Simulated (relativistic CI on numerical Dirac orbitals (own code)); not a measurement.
**W³⁺: resonant inelastic scattering at the L2,3 edge**

Computed with this model: Dirac-Coulomb-Breit CI, separate exchange-only KLI orbitals for each configuration, model QED (radiative potential, 1s self-energy scaled to tabulated hydrogen-like ionisation energies), valence Slater integrals scaled by 0.8, Kramers-Heisenberg scattering through one core-hole configuration in a parametric crystal field; configurations [Xe] 4f14 5d3 → [He] 2s2 2p5 3s2 3p6 3d10 4s2 4p6 4d10 4f14 5s2 5p6 5d4; 10 K; core-hole width 7.5 eV; summed over polarisations. Incident energies are the highest absorption maxima for each field (at most a few, so the weaker spin-orbit partner edge can be absent), on the computed scale of the free ion. Intensities are in per cent of the strongest line above 0.02 eV; levels within 1 cm⁻¹ are merged; final levels count from the ground level, the first row holds all elastic scattering, lines under 0.4 are left out and each table stops after 24 rows. The scale of the Slater integrals is a model choice and moves the terms in proportion.

Field parameters in Wybourne normalisation: D4h B²₀ = −7Ds, B⁴₀ = 21(Dq − Dt), B⁴₄ = 21√(5/14) Dq. The field is a parameter set, without covalency.

S is read from ⟨S²⟩ = S(S + 1).

D4h, 10Dq = 37650, Ds = -1500, Dt = -150 cm⁻¹:

```csv
Final level (eV),Degeneracy,Irrep,S,10206.1 eV,11543.4 eV
0.000,2,Γ6,1.48,2093.1,261.6
0.006,2,Γ7,1.48,4.5,11.6
1.245,2,Γ6,0.54,19.5,23.9
1.473,2,Γ7,0.51,7.8,3.4
1.515,2,Γ7,0.52,0.9,7.4
1.558,2,Γ6,0.51,4.0,6.3
1.639,2,Γ6,0.51,16.0,23.3
2.577,2,Γ7,0.54,17.9,24.1
2.717,2,Γ7,0.52,15.9,21.1
2.892,2,Γ6,0.54,17.7,17.8
4.564,2,Γ7,1.48,6.4,5.3
4.583,2,Γ6,1.48,100.0,5.5
4.596,2,Γ6,1.48,72.9,12.6
4.759,2,Γ7,1.48,33.0,11.3
4.831,2,Γ6,1.47,48.3,14.3
4.893,2,Γ7,1.48,22.7,4.6
5.477,2,Γ7,1.48,30.2,14.6
5.516,2,Γ7,1.47,6.1,1.7
5.531,2,Γ6,1.40,23.3,6.2
5.643,2,Γ6,1.42,37.6,9.5
5.825,2,Γ6,0.58,8.2,5.0
6.069,2,Γ7,0.55,11.2,2.7
6.115,2,Γ6,0.76,4.7,1.4
6.136,2,Γ7,0.58,1.2,1.1
```

D4h, 10Dq = 37650, Ds = -860, Dt = -150 cm⁻¹:

| Final level (eV) | Degeneracy | Irrep | S | 10206.1 eV | 11543.4 eV |
| --- | --- | --- | --- | --- | --- |
| 0.000 | 2 | Γ6 | 1.48 | 1938.1 | 245.7 |
| 0.003 | 2 | Γ7 | 1.48 | 3.7 | 9.7 |
| 1.391 | 2 | Γ6 | 0.53 | 17.9 | 24.8 |
| 1.502 | 2 | Γ7 | 0.53 | 1.9 | 8.2 |
| 1.550 | 2 | Γ7 | 0.51 | 3.8 | 1.6 |
| 1.554 | 2 | Γ6 | 0.51 | 3.2 | 4.8 |
| 1.638 | 2 | Γ6 | 0.51 | 14.0 | 18.5 |
| 2.578 | 2 | Γ7 | 0.54 | 22.7 | 26.6 |
| 2.645 | 2 | Γ7 | 0.53 | 11.4 | 15.8 |
| 2.742 | 2 | Γ6 | 0.54 | 16.6 | 15.9 |
| 4.622 | 2 | Γ7 | 1.48 | 7.5 | 3.8 |
| 4.670 | 2 | Γ6 | 1.48 | 76.5 | 19.2 |
| 4.749 | 2 | Γ6 | 1.48 | 100.0 | 3.6 |
| 4.831 | 2 | Γ7 | 1.48 | 47.2 | 10.1 |
| 4.884 | 2 | Γ6 | 1.48 | 24.9 | 7.6 |
| 4.902 | 2 | Γ7 | 1.48 | 20.2 | 3.8 |
| 5.534 | 2 | Γ6 | 1.40 | 26.7 | 5.2 |
| 5.557 | 2 | Γ7 | 1.46 | 12.4 | 6.8 |
| 5.585 | 2 | Γ7 | 1.48 | 12.4 | 9.9 |
| 5.635 | 2 | Γ6 | 1.44 | 30.4 | 7.3 |
| 5.984 | 2 | Γ6 | 0.59 | 6.4 | 3.2 |
| 6.083 | 2 | Γ7 | 1.29 | 23.5 | 4.3 |
| 6.090 | 2 | Γ6 | 1.17 | 2.3 | 4.5 |
| 6.170 | 2 | Γ7 | 0.56 | 3.3 | 1.7 |

D4h, 10Dq = 37650, Ds = -210, Dt = -150 cm⁻¹:

```
Final level (eV)  Degeneracy  Irrep     S  10206.1 eV  11543.3 eV
           0.000           2     Γ6  1.48      3278.4       426.1
           0.000           2     Γ7  1.48         3.6         9.7
           1.472           2     Γ7  0.53        13.8        28.9
           1.480           2     Γ6  0.53        18.9        36.0
           1.555           2     Γ7  0.51         5.2         4.6
           1.557           2     Γ6  0.51         6.0         4.7
           1.638           2     Γ6  0.51        21.6        25.5
           2.590           2     Γ7  0.52        34.6        41.1
           2.644           2     Γ6  0.54        27.0        28.2
           2.655           2     Γ7  0.54        26.1        28.7
           4.654           2     Γ7  1.49        55.2        10.0
           4.703           2     Γ6  1.48        96.7        23.4
           4.833           2     Γ7  1.48        85.9        16.6
           4.865           2     Γ6  1.47       100.0         6.6
           4.891           2     Γ7  1.48        67.8        10.7
           4.928           2     Γ6  1.48        68.5        13.4
           5.554           2     Γ6  1.37        68.6         4.3
           5.672           2     Γ7  1.45        29.5         7.8
           5.678           2     Γ6  1.44        35.2         8.2
           5.733           2     Γ7  1.48        15.9        18.6
           5.817           2     Γ7  1.45        21.2        11.6
           5.874           2     Γ6  1.48        10.5        16.7
           6.070           2     Γ6  0.65        13.3         2.8
           6.190           2     Γ7  0.58        10.4         5.4
```

For the first field the strongest loss at the lowest incident energy is the level at 4.58 eV (S = 1.48, against 1.48 in the thermal ground state). Levels of other spin, the first over 8 % at 1.25 eV, appear because spin-orbit coupling of the core hole, and in heavier ions of the valence shell too, mixes spins.
